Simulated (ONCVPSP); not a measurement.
## Building the ONCV potential for bromine (PW91, scalar-relativistic).

- Element: bromine (Br)
- Generator: ONCVPSP 4.0.1
- Type: optimised norm-conserving Vanderbilt (ONCV)
- Functional: PW91
- Relativity: scalar-relativistic
- Frozen core: [Ar]
- Valence charge: 17
- Reference configuration: 3d10 4s2 4p5
- Partial waves: 4s: rc 1.20 bohr, ncon 4, nbas 9, qcut 5 1/bohr, 2 projectors, debl 1 Ha; 4p: rc 1.20 bohr, ncon 3, nbas 6, qcut 5.6 1/bohr, 3 projectors, debl 1.1 Ha; 3d: rc 1.15 bohr, ncon 4, nbas 9, qcut 14.2 1/bohr, 2 projectors, debl 2.8 Ha
- Local potential: polynomial inside 0.75 bohr (lpopt 5, dvloc0 0 Ha)
- Core correction: Teter function fitted to the true core (icmod 2), fcfact 0.6

* Cutoffs needed: 83 Ha and 154 Ha (the cutoffs (Ha) at which the residual kinetic energy of the hardest occupied pseudo-wave falls to 1 and 0.1 mHa per electron)
* Ghost test: ghosts flagged at negative energy: s at -186.1 eV, p at -173.4 eV; GHOST(+) flagged for p at 286.3 eV; a true bound ghost makes a file unfit for plane-wave use
* Largest excitation error: -230 meV (all-electron minus pseudo) for 3d9 4s2 4p5, out of 4 test configurations
* rms error of d²Exc/dni dnj: 6.75 mHa without and 0.45 mHa with the model core
